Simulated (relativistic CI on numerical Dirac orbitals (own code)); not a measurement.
## Pd³⁺: L2,3 absorption edge

Computed with this model: Dirac-Coulomb-Breit CI, KLI orbitals optimised for each configuration, model QED (radiative potential, 1s self-energy scaled to tabulated hydrogen-like ionisation energies), valence Slater integrals scaled by 0.8, multiplet model of core-to-valence dipole absorption; configurations [Kr] 4d7 → [He] 2s2 2p5 3s2 3p6 3d10 4s2 4p6 4d8; 80 K; Lorentzian 0.96 eV and Gaussian 0.5 eV FWHM. Energies are those of the free ion, without screening or charge transfer. The branching ratio is the share of the lower-energy edge in the whole absorption, uncertain by about 0.02 where the edges overlap. S is read from ⟨S²⟩ = S(S + 1).

Field parameters in Wybourne normalisation: D3d B²₀ = −7Dσ, B⁴₀ = −14Dq − 21Dτ, B⁴₃ = −14√(10/7) Dq. The field is a parameter set, without covalency.

free ion: ground-state S = 1.48, centroid 3192.97 eV, branching ratio 0.901. Peaks (eV, height): 3177.0 (100), 3334.5 (16).

D3d, 10Dq = 16800, Dσ = -1200, Dτ = 70 cm⁻¹: ground-state S = 1.01, centroid 3202.50 eV, branching ratio 0.843. Peaks (eV, height): 3176.6 (81), 3177.9 (100), 3335.4 (22).

The statistical ratio of this edge is 2/3 = 0.667. Values above it arise where the holes sit mainly in the j = l + 1/2 valence subshell or the ground state has high spin; values below it where core-valence Coulomb terms move weight to the upper edge, as in nearly empty shells. At deep edges of heavy elements the radial integrals of the two core levels differ, which raises the baseline.

Strongest unbroadened transitions for free ion:

| Energy (eV) | Relative strength |
| --- | --- |
| 3176.33 | 18.8 |
| 3176.88 | 100.0 |
| 3177.04 | 7.3 |
| 3177.33 | 50.2 |
| 3177.40 | 14.3 |
| 3178.18 | 18.2 |
| 3178.31 | 46.4 |
| 3179.04 | 1.4 |
| 3179.34 | 0.0 |
| 3179.45 | 0.9 |
| 3179.75 | 0.1 |
| 3334.41 | 7.0 |
| 3334.51 | 15.8 |
| 3334.70 | 5.5 |
| 3336.64 | 0.1 |
| 3337.09 | 0.0 |
